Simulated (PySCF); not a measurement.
# What a mistake does to a calculation on BH5N2Si

All numbers below are calculated, not measured. They come from PySCF 2.14.0, an open-source quantum chemistry program, on an isolated molecule that a program drew, which may never have been made. The molecule is BH5N2Si (charge 0, singlet), drawn as the SMILES string `BN[SiH]=N`.

Each row is a Hartree-Fock (HF) and frozen-core CCSD(T) single point in the cc-pV(D+d)Z basis, meant for a local HF minimum. Run 1 is clean. Each other run has one planted mistake out of seven kinds, and not every kind appears here: one electron removed, one electron added, multiplicity raised by two, geometry at a saddle point, minimal basis STO-3G, one bond length entered in bohr, all coordinates scaled. The reference is restricted for singlets and unrestricted otherwise, and also for a bond in bohr. Adding or removing an electron swaps singlet and doublet. Electrons count all cores. HOMO and LUMO are orbital energies over both spins, the gradient is its largest component, and the lowest frequency (negative if imaginary) is given only where the gradient is small. Bond lengths are over the 8 bonds as drawn. T1 is the CCSD diagnostic: over 0.02 (restricted) or 0.045 (unrestricted) a single reference is doubtful.

Geometry of the clean run:
```xyz
9
BH5N2Si, angstrom
B     0.0135    2.5093   -0.4374
N    -0.7925    1.3641   -0.2567
Si   -0.6175    0.1373    0.9184
N    -1.6255   -1.0583    0.9479
H    -0.2429    3.2827   -1.3170
H     0.9470    2.6942    0.2937
H    -1.5661    1.2391   -0.8859
H     0.5459    0.4559    1.7577
H    -1.6037   -1.8209    1.5958
```

```
run  electrons  basis functions  <S^2>  HOMO (eV)  LUMO (eV)  gradient (hartree/bohr)  lowest frequency (cm^-1)  mean bond (Å)  longest bond (Å)      T1  HF (hartree)  CCSD(T) (hartree)                     mistake
  1         38               90  0.000      -9.94       2.76                  3.1e-05                       118         1.3198             1.708  0.0177    -425.46373         -426.03473                    no fault
  2         37               90  0.758     -17.31      -6.68                  1.2e-01                         -         1.3198             1.708  0.0202    -425.17524         -425.69133        one electron removed
  3         38               90  2.028      -5.33       0.41                  1.3e-01                         -         1.3198             1.708  0.0211    -425.34345         -425.87602  multiplicity raised by two
  4         38               90  0.749      -9.94       1.34                  2.0e-02                         -         1.4316             1.899  0.0576    -425.32062         -425.89186                           ?
```

**Which mistake was planted in run 4, and what did it cost?**

The mean bond changes by a factor of 1.085 and the longest by 1.112, so the molecule wasn't scaled as a whole. A length L in bohr read as angstrom grows by (1/0.5292 - 1) L = 0.890 L. The 8 bonds together grew by 8 x 0.1118 = 0.894 Å, which gives L = 1.005 Å. That is the length of one of the H-N bonds, 1.005 Å in the clean geometry. So the mistake is: one bond length entered in bohr. Subtracting run 1 and multiplying by 627.51 kcal/mol a hartree, the energy moved by 89.8 kcal/mol in HF and 89.7 kcal/mol in CCSD(T).

Cautions from the logs. Run 4: T1 is over the limit, so its CCSD(T) energy is less reliable.
